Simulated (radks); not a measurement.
Polarisability of the iron ion Fe2+, [Ar] 3d6, at imaginary frequency. Calculated with a radial shooting solver on a logarithmic mesh with Libxc functionals: non-relativistic Kohn-Sham, PBE, spin-unpolarised, spherical densities, point nucleus. Response by self-consistent Sternheimer equations with the Hartree and adiabatic LDA kernel.

| w (hartree) | alpha1(iw) (bohr^3) |
|---|---|
| 0.00266 | 4.166 |
| 0.0143 | 4.164 |
| 0.0360 | 4.152 |
| 0.0697 | 4.114 |
| 0.118 | 4.023 |
| 0.186 | 3.841 |
| 0.280 | 3.534 |
| 0.413 | 3.102 |
| 0.605 | 2.587 |
| 0.892 | 2.042 |
| 1.35 | 1.499 |
| 2.12 | 0.9799 |
| 3.59 | 0.5275 |
| 6.94 | 0.2054 |
| 17.5 | 0.04513 |

Static values: alpha1 = 4.166 bohr^3 (0.6173 angstrom^3; uncoupled 5.179). C6 = 12.14, triple-dipole C9 = 33.03 atomic units. One-pole (London) frequency 4 C6 / (3 alpha1^2) = 0.933 hartree, against 0.951 for minus the highest occupied eigenvalue.
